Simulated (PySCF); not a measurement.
Job for PySCF: R-B3LYP/6-311+G** on CH8OSi (a complex), monomers drawn apart or pushed together.

```python
from pyscf import gto, scf, dft, mp
from pyscf.data.elements import chemcore

mol = gto.M(
    atom='''
    Si    0.07789432    0.11017573    0.28409625
    H    -1.12810851   -0.52551702    0.86186070
    H     0.30971708    1.43223084    0.90175857
    H    -0.16681850    0.30886611   -1.16749327
    H     1.25435851   -0.76945553    0.44246395
    C    -0.50429799    0.51237803    5.14667655
    O     0.46723645   -0.29454527    4.49158897
    H    -1.50314466    0.37855892    4.71860659
    H    -0.20201353    1.54771011    4.99959142
    H    -0.54414894    0.30967205    6.22151385
    H     0.22965137   -1.22045152    4.60445123
    ''',
    basis='6-311+g**',
    charge=0, spin=0, verbose=3, max_memory=1800)
mf = dft.RKS(mol, xc='b3lyp')
mf.conv_tol = 1e-8
mf.max_cycle = 100
mf.kernel()
if not mf.converged:
    mf = mf.newton().run(mf.mo_coeff, mf.mo_occ)
```

Program output:

```
converged SCF energy = -407.67939410686
```

Self-consistency was reached.

Cost: about 10 core-seconds (a rough figure).
